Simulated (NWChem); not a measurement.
System: SnH₄Se; SMILES [SeH][SnH3]

All runs: NWChem. Coordinates come from a PBE0/def2-SVP optimisation. def2 effective core potentials on Sn; no spin-orbit coupling. Level M06-L/def2-SVP: energy and gradient on several grids; changes count from the extra-fine grid, which is no exact limit either.

```json
[
 {"grid": "xcoarse", "size of the energy change (μHa)": "4000", "largest change of a gradient component (μHa/bohr)": "7000"},
 {"grid": "coarse", "size of the energy change (μHa)": "300", "largest change of a gradient component (μHa/bohr)": "2000"},
 {"grid": "medium", "size of the energy change (μHa)": "80", "largest change of a gradient component (μHa/bohr)": "300"},
 {"grid": "fine", "size of the energy change (μHa)": "< 10", "largest change of a gradient component (μHa/bohr)": "60"},
 {"grid": "xfine", "size of the energy change (μHa)": "< 10", "largest change of a gradient component (μHa/bohr)": "< 30"}
]
```
